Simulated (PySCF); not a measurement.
C5H12B (charge -1).
SMILES: `C=C(C)[BH2-]CC`

Torsions of this conformer, `[CH2:1]=[C:2]([CH3:3])[BH2-:4][CH2:5][CH3:6]`: C1–C2–B4–C5 106°, C2–B4–C5–C6 -60°.

The closed-shell ground state was solved at several levels (PySCF, density fitting, gas phase, non-relativistic). Geometry: GFN2-xTB, one conformer, isolated ion. No diffuse functions stand in pcJ-1 and pcSseg-1, which bears on an anion's orbital energies.

| level | basis functions | HOMO (eV) | LUMO (eV) | gap (eV) |
| --- | --- | --- | --- | --- |
| PBE0/def2-SVPD | 216 | -1.83 | 4.24 | 6.07 |
| B3LYP/pcJ-1 | 282 | -1.54 | 5.24 | 6.78 |

**Question.** Estimate the row for PBE0/pcSseg-1, a basis of 162 functions; the other rows only guide the guess.

**Answer.** HOMO -1.74 eV, LUMO 5.49 eV, gap 7.23 eV.

**Question.** Over all these levels, which gives the widest orbital gap and which the narrowest?

**Answer.** PBE0/pcSseg-1 has the widest, 7.23 eV, and PBE0/def2-SVPD the narrowest, 6.07 eV. The two share the functional. From the narrowest to the widest the HOMO moves by +0.09 eV and the LUMO by +1.25 eV.
